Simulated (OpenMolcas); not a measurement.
# Ti+: thermal populations, worked from levels

```yaml
Program: OpenMolcas
Basis: ANO-R3 [7s5p5d3f2g1h]
Scalar_Hamiltonian: X2C, finite nucleus
Active_space: 3 electrons in 6 orbitals (3d 4s)
State_averaging: 2S+1 = 4 even, 20 roots; 2S+1 = 2 even, 52 roots
Spin-orbit_coupling: state interaction with AMFI integrals over the reference wave functions, term energies averaged over their components
```

Methods: CASSCF; MS-CASPT2, IPEA 0.25 Eh, imaginary shift 0.1 Eh (closed shells correlated: 3s 3p). Measured levels: NIST Handbook of Basic Atomic Spectroscopic Data.

**Thermal populations.** Z = Σ (2J + 1) exp(-E/kT) with k = 0.695035 cm-1/K, over the levels below. No other level of either list lies under 3870 cm-1, which is above 7 kT at each temperature.

```json
{"Level": "3d2 4s 4F 3/2", "2J + 1": "4", "MS-CASPT2": "0.0", "measured": "0.0"}
{"Level": "3d2 4s 4F 5/2", "2J + 1": "6", "MS-CASPT2": "88.6", "measured": "94.1"}
{"Level": "3d2 4s 4F 7/2", "2J + 1": "8", "MS-CASPT2": "213", "measured": "226"}
{"Level": "3d2 4s 4F 9/2", "2J + 1": "10", "MS-CASPT2": "373", "measured": "393"}
{"Level": "3d3 4F 3/2", "2J + 1": "4", "MS-CASPT2": "865", "measured": "908"}
{"Level": "3d3 4F 5/2", "2J + 1": "6", "MS-CASPT2": "956", "measured": "984"}
{"Level": "3d3 4F 7/2", "2J + 1": "8", "MS-CASPT2": "1081", "measured": "1087"}
{"Level": "3d3 4F 9/2", "2J + 1": "10", "MS-CASPT2": "1237", "measured": "1216"}
```

```
T (K)  Z, MS-CASPT2  Z, measured levels  Ground level (%), MS-CASPT2  Ground level (%), measured levels
  300        12.670              12.223                         31.6                               32.7
```

At 300 K, kT = 209 cm-1, and the computed levels give Z = 4.000 + 3.923 + 2.880 + 1.671 + 0.063 + 0.061 + 0.045 + 0.027 = 12.670.

CASPT2 breaks the degeneracy within a term, and the mean is taken; among the terms shown or strongly mixed into the levels shown the widest spread is 1000 cm-1 (3d3 4F, MS-CASPT2). Over all roots computed the reference weight is 0.88 to 0.93 in MS-CASPT2; the roots of lowest weight are the least certain, and an intruder state may touch them. Configurations are named by rounded mean occupations; where the s occupation lies near a half they are strongly mixed, a name can repeat and a true partner stay unpaired. A single d shell beside an s shell can misplace configurations of different d count against each other. No level of 3d 4s2 was computed, though it lies in the active space. Without dynamic correlation excited terms often stand tens of per cent too high (terms of higher spin than the ground term too low), and those without a measured partner can miss by more than the paired ones (holds for CASSCF). The CASPT2 spread within a term exceeds the gap to the next term for 3d2 4s 4F and 3d3 4F, so the order of their levels is uncertain, and so are names and mixing where such terms share a J (holds for MS-CASPT2). Computed and measured levels are paired by configuration, term and J; levels that our copy of the source lacks, or whose pairing is in doubt (as where it misses far off the trend of its configuration), stay unpaired and out of the deviations. Only configurations of the active space appear.
